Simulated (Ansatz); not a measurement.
Consider the cleavage of the Ga–B bond: `[BH2][GaH][SiH3]` + `[SiH3]S` → `[SiH3][S][GaH][SiH3]` + BH₃.

Isolated molecules relaxed with PBE0-D4/def2-TZVP in Ansatz; ΔE leaves out vibrations. CCSD(T)/CBS is the MP2 limit (def2-TZVPP, def2-QZVPP) plus CCSD(T) − MP2 in def2-TZVPP, frozen cores. This one scheme is used for every species. DFT in def2-TZVPP. For Ga outer-core shells are correlated without core-valence functions, which leaves a few kJ/mol of doubt a bond. Scalar relativity is left out up to krypton. One conformer a species, not always the lowest.

`[BH2][GaH][SiH3]`:

```xyz
9

B    -1.499    1.460   -0.697
Ga    0.272    0.864    0.167
Si    0.879   -1.473    0.388
H    -1.597    1.652   -1.876
H    -2.505    1.589   -0.058
H     1.340    1.874    0.735
H     2.155   -1.740   -0.337
H    -0.146   -2.413   -0.145
H     1.100   -1.813    1.823
```

`[SiH3]S`:

Z-matrix (Å, degrees):
```
Si
S 1 2.137
H 1 1.485 2 111.6
H 1 1.485 2 111.6 3 -122.0
H 1 1.482 2 104.8 3 119.0
H 2 1.344 1 94.7 3 60.9
```

`[SiH3][S][GaH][SiH3]`:

Z-matrix (Å, degrees):
```
Si
S 1 2.138
H 1 1.484 2 107.1
H 1 1.485 2 111.2 3 119.3
H 1 1.485 2 111.2 3 -119.3
Ga 2 2.211 1 99.0 3 -179.9
Si 6 2.403 2 116.2 1 179.6
H 6 1.570 2 115.5 1 -0.3
H 7 1.489 6 109.9 2 120.7
H 7 1.489 6 109.9 2 -120.7
H 7 1.486 6 111.4 2 -0.1
```

BH₃:

```xyz
4

B     0.000    0.000    0.000
H     0.806   -0.879    0.043
H    -0.010    0.756   -0.923
H    -0.796    0.123    0.881
```

Task: Is it downhill or uphill in electronic energy at CCSD(T)/CBS, and by how much? (An estimate is asked.)

Result: The calculation gave: Downhill: ΔE = -28.7 kcal/mol.

Task: What do these levels give: BLYP-D4, PBE0-D4, BHLYP-D4, B2PLYP, BLYP, r2SCAN0, BHLYP, CAM-B3LYP, HF/def2-SVP, MP2/def2-SVP, HF/def2-TZVPP, SCS-MP2/def2-QZVPP? (Best estimate.)

Result: The calculation gave: BLYP-D4 -27.3, PBE0-D4 -27.2, BHLYP-D4 -30.5, B2PLYP -28.3, BLYP -24.8, r2SCAN0 -27.9, BHLYP -28.1, CAM-B3LYP -26.5, HF/def2-SVP -30.6, MP2/def2-SVP -31.4, HF/def2-TZVPP -30.4, SCS-MP2/def2-QZVPP -30.6 kcal/mol.

Largest T1 diagnostic among the species: 0.014.

The D4 term adds −2.2 kcal/mol with B3LYP and −1.2 kcal/mol with PBE0; it sums over pairs of atoms, weighted by their polarisabilities, and B3LYP, whose exchange is more repulsive, gets the larger term. From r2SCAN to r2SCAN0 (25 % exact exchange), in def2-TZVPP and without D4, ΔE moves by −0.9 kcal/mol.

B3LYP here is the variant with VWN-RPA as its local correlation; programs differ in this.
